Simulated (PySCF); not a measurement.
**Electron correlation in P (phosphorus, neutral)**

[Ne] 3s2 3p3, high-spin 4S determinant. All numbers are calculated (PySCF 2.14, no relativity, point nucleus, in cc-pV(T+d)Z (5s4p3d1f, 39 functions)). Frozen: [Ne]; 5 electrons correlated.

MP2 pair energies summed by pair of shells (mhartree):

```tsv
pair	energy	share (%)
3s-3p	-54.17	64.9
3p-3p	-18.66	22.4
3s-3s	-10.60	12.7
```

Total MP2 correlation energy: -83.43 mhartree.

Same-spin part -22.78 and opposite-spin part -60.65 mhartree; SCS-MP2 scales them by 1/3 and 6/5 to -80.38 mhartree.

```csv
level,correlation energy (mhartree)
CCSD,-101.40
(T),-3.87
CCSD(T),-105.27
```

Diagnostics: T1 = 0.0047, D1 = 0.0079, largest double amplitude 0.063.

Cost of the coupled-cluster step: 0.32 s of wall time on 1 thread of Intel(R) Xeon(R) Platinum 8559C (shared host), for 5 correlated electrons.

Iterations:

```
CC2 = 0
CCSD nocc = (np.int64(4), np.int64(1)), nmo = (34, 34)
frozen orbitals [[0, 1, 2, 3, 4], [0, 1, 2, 3, 4]]
max_cycle = 100
direct = 0
conv_tol = 1e-08
conv_tol_normt = 1e-06
diis_space = 8
diis_start_cycle = 0
Init t2, MP2 energy = -0.0834310579797665
Init E_corr(UCCSD) = -0.0834310579800613
cycle = 1  E_corr(UCCSD) = -0.0973871636139379  dE = -0.0139561056  norm(t1,t2) = 0.043829
cycle = 2  E_corr(UCCSD) = -0.100244146402154  dE = -0.00285698279  norm(t1,t2) = 0.0126355
cycle = 3  E_corr(UCCSD) = -0.101417944215512  dE = -0.00117379781  norm(t1,t2) = 0.00464518
cycle = 4  E_corr(UCCSD) = -0.101403262942681  dE = 1.46812728e-05  norm(t1,t2) = 0.000678009
cycle = 5  E_corr(UCCSD) = -0.101402308238653  dE = 9.54704028e-07  norm(t1,t2) = 7.29007e-05
cycle = 6  E_corr(UCCSD) = -0.101401974586257  dE = 3.33652396e-07  norm(t1,t2) = 1.53897e-05
cycle = 7  E_corr(UCCSD) = -0.101402255706882  dE = -2.81120625e-07  norm(t1,t2) = 3.74787e-06
cycle = 8  E_corr(UCCSD) = -0.101402160486912  dE = 9.521997e-08  norm(t1,t2) = 4.93816e-07
cycle = 9  E_corr(UCCSD) = -0.10140216804813  dE = -7.56121803e-09  norm(t1,t2) = 7.45538e-08
UCCSD converged
E(UCCSD) = -340.8177080515777  E_corr = -0.1014021680481299
UCCSD(T) correction = -0.00386546185510928
```
